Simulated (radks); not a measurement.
Values are calculated unless marked as measured or tabulated.
Q: Level of theory: Dirac Kohn-Sham, PBE, spin-unpolarised, spherical densities, finite nucleus; open shells are shared between the two j in proportion to 2j + 1; Fermi nuclear charge, rms radius of each element as measured or else 0.836 A^(1/3) + 0.57 fm (a radial shooting solver on a logarithmic mesh with Libxc functionals). Each species is in its NIST ground configuration. Rank Rh4+, Mo4+, Tc4+, Nb4+, Pd4+, Cd4+, Ru4+, Zr4+, Ag4+ by Delta-SCF ionisation energy (eV), largest first.

A: Zr4+ 80.977, Cd4+ 71.332, Ag4+ 68.450, Pd4+ 65.539, Rh4+ 62.592, Ru4+ 59.604, Tc4+ 56.565, Mo4+ 53.463, Nb4+ 50.284.
